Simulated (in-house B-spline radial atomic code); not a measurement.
How numerical settings move a run on Br, [Ar] 3d10 4s2 4p5. Computed with an all-electron radial atomic-structure program (B-spline basis): non-relativistic OLYP, spin-polarised, spherical fractional occupations, point nucleus.

Command:
```bash
python run_scf.py task.json out
```
Settings of the sound reference run:
```
Z                35
electrons        35
configuration    [Ar] 3d10 4s2 4p5
hamiltonian      nr
method           optx,lyp
spin_polarised   True
knot_spacing     0.22
spline_order     8
gauss_points     12
box_radius       50
max_iterations   70
damping          0.5
damped_steps     3
diis_vectors     10
tolerance        1e-08
start            Thomas-Fermi
```

Run time, properties included: 0.31 s on 1 thread of Arm Neoverse N1, on a shared host.

It converges in 10 iterations to -2574.904152 hartree, with 4p down at -7.33761 eV. The other runs change the listed settings, some to values that make no sense; their results aren't properties of the atom or ion. Radii are in bohr (the nuclear one in fm), a minus after a letter asks for a j subshell, and «unchanged» means within 1e-8 hartree. The run stops when the residual is below 10 × tolerance × max(1, Z/10), or a noise floor if that is larger, and the energy moves by less than 1e-8 × √|E| hartree; so very loose and very tight tolerances often act alike.

| changed settings | outcome |
| --- | --- |
| damped_steps = 0 | converged in 9 iterations, energy unchanged, 4p down level -1.1e-05 eV |
| knot_spacing = 0.15 | converged in 10 iterations, energy -2.51e-06 hartree from the reference, 4p down level -8.0e-06 eV |
| knot_spacing = 0.3, max_iterations = 50, diis_vectors = 0 | converged in 19 iterations, energy +2.73e-05 hartree from the reference, 4p down level -1.3e-04 eV |
| electrons = 37, configuration = [Ar] 3d10 4s2 4p7, max_iterations = 75 | stopped with error: shell 4p holds at most 3 electrons (per spin) |
| knot_spacing = 0.75, gauss_points = 5, max_iterations = 5, damping = 0 | not converged after 5 iterations, last residual 6.5e-01, last energy +3.75e+00 hartree from the reference |
| spline_order = 10, max_iterations = 12, damping = 0.95 | converged in 11 iterations, energy -2.13e-07 hartree from the reference, 4p down level -1.3e-05 eV |
| hamiltonian = dirac, method = hf, nucleus = fermi, rms_radius = 4.1629, mass_number = 79, atomic_mass = 78.91834, speed_of_light = 137.036 | stopped with error: spin polarisation is not served with the Dirac Hamiltonian |
| gauss_points = 4, box_radius = 2, max_iterations = 60, start = bare nucleus | converged in 10 iterations, energy +1.02e+01 hartree from the reference, 4p down level +6.7e+01 eV (the program warns: 4p down has a positive eigenvalue: unbound, held by the box; 4s up has a positive eigenvalue: unbound, held by the box) |
| knot_spacing = 2 | converged in 10 iterations, energy +2.12e+02 hartree from the reference, 4p down level -8.4e+00 eV (the program warns: 3s up reaches the box edge; 3s down reaches the box edge) |
| diis_vectors = 0 | converged in 19 iterations, energy unchanged, 4p down level -9.7e-06 eV |
| diis_vectors = 20 | converged in 10 iterations, energy unchanged |
| diis_vectors = 4 | converged in 10 iterations, energy unchanged, 4p down level +1.4e-06 eV |
| damped_steps = 1 | converged in 9 iterations, energy unchanged, 4p down level -2.6e-06 eV |
| diis_vectors = 2 | converged in 12 iterations, energy unchanged, 4p down level -3.3e-05 eV |
| damped_steps = 8 | converged in 12 iterations, energy unchanged, 4p down level -9.9e-06 eV |
| knot_spacing = 0.1 | converged in 10 iterations, energy -2.62e-06 hartree from the reference, 4p down level -9.7e-06 eV |

Question: What happens with knot_spacing = 1.4?

Answer: Converged in 11 iterations, energy +1.55e+02 hartree from the reference, 4p down level -2.1e+00 eV (the program warns: 3s up reaches the box edge; 3s down reaches the box edge).

Question: What happens with electrons = 43, configuration = [Ar] 3d10 4s2 4p5 6s2 6p6, max_iterations = 60?

Answer: Converged in 15 iterations to -2574.1397 hartree, a different physical problem (warning: 6s up has a positive eigenvalue: unbound, held by the box).

Question: What happens with diis_vectors = 1?

Answer: Not converged after 70 iterations, last residual 2.2e+00, last energy +7.19e+01 hartree from the reference.

Question: What happens with knot_spacing = 0.55?

Answer: Converged in 10 iterations, energy +5.14e-02 hartree from the reference, 4p down level -8.4e-03 eV.
